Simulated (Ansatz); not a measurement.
Program: Ansatz. Geometries: PBE0-D4/def2-TZVP. ΔE: electronic, gas phase. CCSD(T)/CBS is the MP2 limit (def2-TZVPP, def2-QZVPP) plus CCSD(T) − MP2 in def2-TZVPP, frozen cores. This one scheme is used for every species. One conformer a species, not always the lowest.

Consider the formal exchange of groups at the Al–C bond: `[CH3][Al]([SiH3])[SiH3]` + fluoromethane → `F[CH2][Al]([SiH3])[SiH3]` + CH₄.

`[CH3][Al]([SiH3])[SiH3]`:

Cartesian coordinates in Å:
```
C 0.239 0.360 -2.118
Al -0.009 0.012 -0.209
Si 1.681 0.863 1.369
Si -1.944 -1.232 0.668
H -0.541 -0.080 -2.744
H 0.257 1.439 -2.307
H 1.207 -0.026 -2.457
H 1.388 0.533 2.793
H 1.800 2.349 1.277
H 3.033 0.308 1.058
H -2.897 -1.694 -0.382
H -2.718 -0.392 1.631
H -1.496 -2.439 1.422
```

`CF`:

```xyz
5

C     0.033   -0.005   -0.051
F    -0.720    0.116    1.095
H     0.029   -1.049   -0.372
H     1.057    0.314    0.159
H    -0.399    0.625   -0.831
```

`F[CH2][Al]([SiH3])[SiH3]`:

Cartesian coordinates in Å:
```
F 0.321 2.452 1.562
C 0.988 1.783 0.530
Al 0.068 0.100 0.018
Si -1.987 -0.514 1.215
Si 1.056 -1.256 -1.783
H 1.070 2.475 -0.319
H 2.018 1.597 0.864
H -1.714 -0.686 2.671
H -3.019 0.553 1.073
H -2.580 -1.786 0.714
H 1.387 -2.624 -1.287
H 0.087 -1.422 -2.905
H 2.304 -0.672 -2.352
```

CH₄:

Cartesian coordinates in Å:
```
C 0.000 0.000 0.000
H -0.764 0.649 -0.428
H 0.546 0.541 0.772
H 0.691 -0.312 -0.782
H -0.474 -0.878 0.437
```

| species | HF/def2-QZVPP energy (Eh) |
| --- | --- |
| `[CH3][Al]([SiH3])[SiH3]` | -862.94939 |
| `CF` | -139.10888 |
| `F[CH2][Al]([SiH3])[SiH3]` | -961.83427 |
| CH₄ | -40.21664 |

(1) Work out ΔE.

Largest T1 diagnostic among the species: 0.013.

Results:

(1) ΔE = (-961.83427) + (-40.21664) − (-862.94939) − (-139.10888) = 0.00736 Eh = +0.20 eV. CCSD(T)/CBS gives +0.17 eV.

From PBE to PBE0 (25 % exact exchange), in def2-TZVPP and without D4, ΔE moves by +0.04 eV.
